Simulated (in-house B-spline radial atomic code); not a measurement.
Values are calculated unless marked as measured or tabulated.
## Mobility against doping in n-type InAs: single donors

For InAs the NSM archive of the Ioffe Institute lists m* = 0.023 m0 and ε = 15.15, so a* = 34.86 nm and Ha* = 2.727 meV.

One parabolic, isotropic band at zero temperature, uniform dielectric constant, impurities scattering independently, no phonons and no central-cell term; real bands flatten as E_F rises, which lowers the mobility at the highest densities. In effective units each ion is a point charge Z in an electron gas; its screened potential is solved self-consistently in the LDA with open boundaries (B-splines, partial waves to l = 16), which gives the phase shifts δ_l at the Fermi level. All carriers come from single donors, N_D = n. μ = e/(ħ k_F N σ_tr); Brooks-Herring takes σ_Born = (2πZ²/k_F⁴)(ln(1 + b) − b/(1 + b)), b = π k_F in effective units. «Linear» is first order in Z with Lindhard's response and the LDA kernel.

| n (cm⁻³) | r_s | E_F (meV) | δ0 (rad) | σ_linear/σ_Born | σ_tr/σ_Born | μ, phase shifts (cm²/V·s) | μ, Brooks-Herring |
| --- | --- | --- | --- | --- | --- | --- | --- |
| 7.96e14 | 1.92 | 1.36 | 1.018 | 1.65 | 1.89 | 69600 | 131000 |
| 1.81e15 | 1.46 | 2.36 | 0.835 | 1.49 | 1.78 | 58800 | 105000 |
| 4.12e15 | 1.11 | 4.08 | 0.681 | 1.37 | 1.63 | 52400 | 85600 |
| 9.24e15 | 0.848 | 6.98 | 0.557 | 1.28 | 1.49 | 47900 | 71500 |
| 2.1e16 | 0.645 | 12.1 | 0.454 | 1.22 | 1.37 | 44100 | 60700 |
| 4.76e16 | 0.491 | 20.8 | 0.370 | 1.17 | 1.28 | 40900 | 52400 |
| 1.09e17 | 0.373 | 36.1 | 0.301 | 1.13 | 1.21 | 37800 | 45800 |

Problem. How does the mobility change over the table, and why by so much less than n?

Solution. n grows 136-fold and μ goes from 69600 to 37800, a power n^-0.12 end to end. Since N ∝ k_F³ and σ_Born ∝ k_F⁻⁴ times a slow logarithm, the product k_F N σ holds no power of k_F: more scatterers meet faster electrons.

Problem. Where does Brooks-Herring miss most, and for what reason?

Solution. σ_tr/σ_Born is farthest from 1 near r_s = 1.92: 1.89. A better treatment of screening (Lindhard, exchange and correlation), still in first order, gives 1.65 there, and higher orders in Z multiply that by 1.14. At the densest row the two factors are 1.13 and 1.07. Attraction raises the scattering while δ0 is small; as δ0 grows, sin² saturates while first order keeps growing.
